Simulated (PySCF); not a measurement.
Isomers of C8H9Cl, one GFN2-xTB conformer each. Single-point energies are computed at PBE0/pcSseg-1 (PySCF, gas phase, no added dispersion term), electronic only.

```json
{"SMILES": "C=C1C=C(C)C(CCl)=C1", "GFN2-xTB relative energy (kcal/mol)": "5.7"}
{"SMILES": "C#CC(Cl)=C1CCCC1", "GFN2-xTB relative energy (kcal/mol)": "14.4"}
{"SMILES": "C#C[C@]1(CCl)C=CCC1", "GFN2-xTB relative energy (kcal/mol)": "26.5"}
{"SMILES": "C=C/C=C1\\CC\\C1=C\\Cl", "GFN2-xTB relative energy (kcal/mol)": "24.0"}
{"SMILES": "C[C@@]12C=C[C@@H](C1)C(Cl)=C2", "GFN2-xTB relative energy (kcal/mol)": "0.0"}
{"SMILES": "C#C[C@@H]1C=C[C@@H](Cl)CC1", "GFN2-xTB relative energy (kcal/mol)": "21.1"}
{"SMILES": "ClCC1=CC2(C=C1)CC2", "GFN2-xTB relative energy (kcal/mol)": "5.1"}
{"SMILES": "C#CC/C=C\\C(C)=C/Cl", "GFN2-xTB relative energy (kcal/mol)": "47.4"}
```

Conformers: `[CH2:1]=[C:2]1[CH:3]=[C:4]([CH3:5])[C:6]([CH2:7][Cl:8])=[CH:9]1` with C4–C6–C7–Cl8 -76°; `[CH:1]#[C:2][C:3]([Cl:4])=[C:5]1[CH2:6][CH2:7][CH2:8][CH2:9]1` with C3–C5–C6–C7 171°, C5–C6–C7–C8 30°, C6–C7–C8–C9 -39°, C7–C8–C9–C5 33°; `[CH:1]#[C:2][C@:3]1([CH2:4][Cl:5])[CH:6]=[CH:7][CH2:8][CH2:9]1` with C2–C3–C4–Cl5 60°, C2–C3–C6–C7 -131°, C6–C7–C8–C9 11°, C7–C8–C9–C3 -17°, C2–C3–C9–C8 137°; `[CH2:1]=[CH:2]/[CH:3]=[C:4]1\[CH2:5][CH2:6]\[C:7]1=[CH:8]\[Cl:9]` with C1–C2–C3–C4 180°; `[CH:1]#[C:2][C@@H:3]1[CH:4]=[CH:5][C@@H:6]([Cl:7])[CH2:8][CH2:9]1` with C2–C3–C4–C5 -104°, C4–C5–C6–Cl7 -106°, C5–C6–C8–C9 -46°, C6–C8–C9–C3 63°; `[Cl:1][CH2:2][C:3]1=[CH:4][C:5]2([CH:6]=[CH:7]1)[CH2:8][CH2:9]2` with Cl1–C2–C3–C4 102°; `[CH:1]#[C:2][CH2:3]/[CH:4]=[CH:5]\[C:6]([CH3:7])=[CH:8]/[Cl:9]` with C2–C3–C4–C5 -93°, C4–C5–C6–C7 22°.

Q: What does PBE0/pcSseg-1 give for the same structures?

A: 
```json
{"SMILES": "C=C1C=C(C)C(CCl)=C1", "PBE0/pcSseg-1 E (Eh)": "-769.84012", "PBE0/pcSseg-1 (kcal/mol)": "0.0", "GFN2-xTB (kcal/mol)": "5.7", "point group": "C1"}
{"SMILES": "ClCC1=CC2(C=C1)CC2", "PBE0/pcSseg-1 E (Eh)": "-769.82666", "PBE0/pcSseg-1 (kcal/mol)": "8.4", "GFN2-xTB (kcal/mol)": "5.1", "point group": "C1"}
{"SMILES": "C[C@@]12C=C[C@@H](C1)C(Cl)=C2", "PBE0/pcSseg-1 E (Eh)": "-769.81970", "PBE0/pcSseg-1 (kcal/mol)": "12.8", "GFN2-xTB (kcal/mol)": "0.0", "point group": "C1"}
{"SMILES": "C#C[C@@H]1C=C[C@@H](Cl)CC1", "PBE0/pcSseg-1 E (Eh)": "-769.80092", "PBE0/pcSseg-1 (kcal/mol)": "24.6", "GFN2-xTB (kcal/mol)": "21.1", "point group": "C1"}
{"SMILES": "C#CC(Cl)=C1CCCC1", "PBE0/pcSseg-1 E (Eh)": "-769.80069", "PBE0/pcSseg-1 (kcal/mol)": "24.7", "GFN2-xTB (kcal/mol)": "14.4", "point group": "C1"}
{"SMILES": "C=C/C=C1\\CC\\C1=C\\Cl", "PBE0/pcSseg-1 E (Eh)": "-769.79984", "PBE0/pcSseg-1 (kcal/mol)": "25.3", "GFN2-xTB (kcal/mol)": "24.0", "point group": "Cs"}
{"SMILES": "C#C[C@]1(CCl)C=CCC1", "PBE0/pcSseg-1 E (Eh)": "-769.79038", "PBE0/pcSseg-1 (kcal/mol)": "31.2", "GFN2-xTB (kcal/mol)": "26.5", "point group": "C1"}
{"SMILES": "C#CC/C=C\\C(C)=C/Cl", "PBE0/pcSseg-1 E (Eh)": "-769.76369", "PBE0/pcSseg-1 (kcal/mol)": "48.0", "GFN2-xTB (kcal/mol)": "47.4", "point group": "C1"}
```

GFN2-xTB puts C[C@@]12C=C[C@@H](C1)C(Cl)=C2 lowest instead; measured from each level's own lowest isomer, the values differ by up to 12.8 kcal/mol (C[C@@]12C=C[C@@H](C1)C(Cl)=C2: 0.0 against 12.8). As drawn, the highest has a C≡C bond, which the lowest lacks. Neighbours under 2.5 kcal/mol apart (C#C[C@@H]1C=C[C@@H](Cl)CC1 and C#CC(Cl)=C1CCCC1; C#CC(Cl)=C1CCCC1 and C=C/C=C1\CC\C1=C\Cl) can change places with a better method, another conformer or zero-point energy.

Q: Which frontier levels, dipoles and rotational constants go with these structures?

A: 
| SMILES | HOMO (eV, PBE0/pcSseg-1) | LUMO (eV) | dipole (D) | A, B, C (MHz) |
| --- | --- | --- | --- | --- |
| C=C1C=C(C)C(CCl)=C1 | -6.42 | -2.01 | 2.17 | 2501, 890.7, 720.7 |
| ClCC1=CC2(C=C1)CC2 | -6.40 | -0.89 | 3.00 | 3764, 701.2, 671.5 |
| C[C@@]12C=C[C@@H](C1)C(Cl)=C2 | -6.46 | -0.58 | 1.78 | 2890, 1056, 930.6 |
| C#C[C@@H]1C=C[C@@H](Cl)CC1 | -7.56 | -0.51 | 1.67 | 3393, 847.9, 788.7 |
| C#CC(Cl)=C1CCCC1 | -6.67 | -0.89 | 2.39 | 2172, 994.8, 699.5 |
| C=C/C=C1\CC\C1=C\Cl | -6.12 | -1.68 | 1.89 | 1697, 949.4, 613.5 |
| C#C[C@]1(CCl)C=CCC1 | -7.44 | -0.17 | 2.33 | 2015, 1105, 881.4 |
| C#CC/C=C\C(C)=C/Cl | -6.59 | -1.11 | 1.60 | 3486, 598.7, 543.6 |

Q: As an exercise, what shares would exp(−E/RT) give at 1000 K from these electronic energies alone (no entropy, no degeneracies)?

A: RT = 1.987 kcal/mol: C=C1C=C(C)C(CCl)=C1 98.4 %, ClCC1=CC2(C=C1)CC2 1.4 %, C[C@@]12C=C[C@@H](C1)C(Cl)=C2 0.2 %, C#C[C@@H]1C=C[C@@H](Cl)CC1 under 0.1 %, C#CC(Cl)=C1CCCC1 under 0.1 %, C=C/C=C1\CC\C1=C\Cl under 0.1 %, C#C[C@]1(CCl)C=CCC1 under 0.1 %, C#CC/C=C\C(C)=C/Cl under 0.1 %.
